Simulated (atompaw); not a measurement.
**Cutoff test, Sn (Z = 50), PAW (atompaw)**

- Element: Sn
- Generator: atompaw 4.2.0.5
- Type: PAW
- Functional: PBE
- Relativity: scalar-relativistic
- Frozen core: [Kr]
- Valence charge: 14
- Reference configuration: 4d10 5s1.5 5p2.5
- Partial waves: 5s (bound): rc 2.40 bohr; 5s channel at 0.75 Ry: rc 2.25 bohr; 5p (bound): rc 2.40 bohr; 5p channel at 1.2 Ry: rc 2.40 bohr; 4d (bound): rc 0.95 bohr; 4d channel at -0.7 Ry: rc 0.95 bohr
- Local potential: troulliermartins scheme with l = 3 at 0 Ry, radius 2.25 bohr
- Core correction: smooth core density matched at 2.25 bohr
- Augmentation charge: besselshape compensation charge, radius 1.90 bohr; PAW radius 2.40 bohr; waves and projectors: custom rrkj vanderbiltortho

The pseudo-atom Hamiltonian at the reference potential is diagonalised in spherical Bessel functions j_l(qr) that vanish at 20 bohr, with q² up to the cutoff. All-electron valence levels (Ry): 5s -0.8080, 5p -0.2950, 4d -1.9545.

Problem. How do the lowest levels (Ry) of each channel move with the cutoff, and are there ghosts?

Solution.

```
cutoff (Ry)     s #1     s #2     p #1     d #1    d #2    f #1    f #2  Σ f·Δε (mRy)
          8  -0.8080  -0.0364  -0.2949  -0.0335  0.0672  0.1049  0.2229       19208.9
         21  -2.0658  -0.8081  -0.2950  -0.5054  0.0517  0.1049  0.2228       14489.1
         45  -2.5971  -0.8081  -0.2950  -1.6056  0.0459  0.1049  0.2228        3487.5
         90  -2.5998  -0.8081  -0.2950  -1.9434  0.0449  0.1049  0.2228         109.4
        160  -2.5999  -0.8081  -0.2950  -1.9538  0.0448  0.1049  0.2228           4.9
        300  -2.5999  -0.8081  -0.2950  -1.9543  0.0448  0.1049  0.2228           0.3
        400  -2.5999  -0.8081  -0.2950  -1.9543  0.0448  0.1049  0.2228           0.0
```

Result: ghost state, extra bound levels that the all-electron valence spectrum of the same l lacks: s at -35.4 eV (a true bound ghost makes a file unfit for plane-wave use); 10 mRy is reached at 120 Ry and 1 mRy at 230 Ry.
